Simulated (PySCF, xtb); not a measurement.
W(O)2(F)(NH2) (FH2NO2W), SMILES [NH2][W](=[O])(=[O])[F], multiplicity 1. Other conformers were not sampled.

Harmonic wavenumbers (cm⁻¹) from GFN2-xTB (xtb) at its own minimum, in rising order: 156, 176, 196, 214, 254, 310, 414, 483, 507, 551, 823, 846, 1458, 3246, 3255.

Problem. What does PBE0-D3(BJ)/def2-SVP (PySCF) give at its own minimum? (The exact figures need the calculation; the answer reports its results.)

Solution. 192, 209, 228, 247, 333, 371, 529, 679, 699, 737, 1020, 1058, 1516, 3580, 3681. Paired by order, the mean absolute difference is 146 cm⁻¹ and the zero-point energies are 18.4 and 21.6 kcal/mol.
